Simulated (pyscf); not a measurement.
**`[SiH3][As]([SiH3])[SiH3]`, singlet**

Gas-phase minimum from PySCF at ωB97X-D3(BJ)/def2-SVP, one conformer. 

```xyz
13

Si    -1.5817     0.5312     0.8694
As    -1.3526    -0.4157    -1.2615
Si    -0.3881    -2.3687    -0.3981
Si     0.7384     0.5886    -1.5912
H     -1.5696     2.0169     0.7385
H     -2.8783     0.0957     1.4615
H     -0.4698     0.1148     1.7747
H     -1.3657    -3.0223     0.5193
H      0.8637    -2.0711     0.3592
H     -0.0669    -3.2937    -1.5219
H      0.5422     1.9498    -2.1660
H      1.5262    -0.2444    -2.5451
H      1.4958     0.7067    -0.3100
```
Charge 0, spin multiplicity 1.

Bonds (Å): Si1–As2 2.343, Si1–H5 1.491, Si1–H6 1.491, Si1–H7 1.493, As2–Si3 2.343, As2–Si4 2.343, Si3–H8 1.491, Si3–H9 1.493, Si3–H10 1.491, Si4–H11 1.491, Si4–H12 1.491, Si4–H13 1.493. Bond angles (°): As2–Si1–H5 108.8, As2–Si1–H6 109.2, As2–Si1–H7 111.5, H5–Si1–H6 109.4, H5–Si1–H7 109.0, H6–Si1–H7 109.0, Si1–As2–Si3 92.4, Si1–As2–Si4 92.4, Si3–As2–Si4 92.4, As2–Si3–H8 108.8, As2–Si3–H9 111.5, As2–Si3–H10 109.2, H8–Si3–H9 109.0, H8–Si3–H10 109.4 (the first ones only).

Properties at ωB97X-D3(BJ)/def2-SVP:

- Harmonic wavenumbers, unscaled: 66, 85, 85, 135, 135, 138, 375, 392, 392, 524, 556, 556, 615, 617, 617, 894, 894, 943, 947, 947, 953, 959, 962, 962, 2239, 2239, 2248, 2254, 2254, 2256, 2264, 2264, 2264 cm⁻¹
- Zero-point energy: 48.7 kcal/mol
- Rotational symmetry number: 3
- Entropy of this conformer at 298 K and 1 atm, rigid rotor and harmonic oscillator, modes under 100 cm⁻¹ raised to 100: 392.2 J/(mol K)
- Dipole moment: 0.51 D

Single-point totals, which compare only within one level:

```json
[
 {"level": "ωB97X-D3(BJ)/def2-TZVP", "total energy (hartree)": "-3109.86060"},
 {"level": "PBE/def2-TZVP", "total energy (hartree)": "-3109.00071"},
 {"level": "r²SCAN/def2-TZVP", "total energy (hartree)": "-3109.71694"},
 {"level": "B3LYP-D3(BJ)/def2-TZVP", "total energy (hartree)": "-3109.94954"},
 {"level": "PBE0-D3(BJ)/def2-TZVP", "total energy (hartree)": "-3109.17832"},
 {"level": "M06-2X/def2-TZVP", "total energy (hartree)": "-3109.73910"},
 {"level": "ωB97M-D3(BJ)/def2-TZVP", "total energy (hartree)": "-3109.94695"}
]
```

Soft torsions are taken as harmonic, which can shift the entropy by several J/(mol K). Elements up to Kr have no core potential and no relativistic terms here.
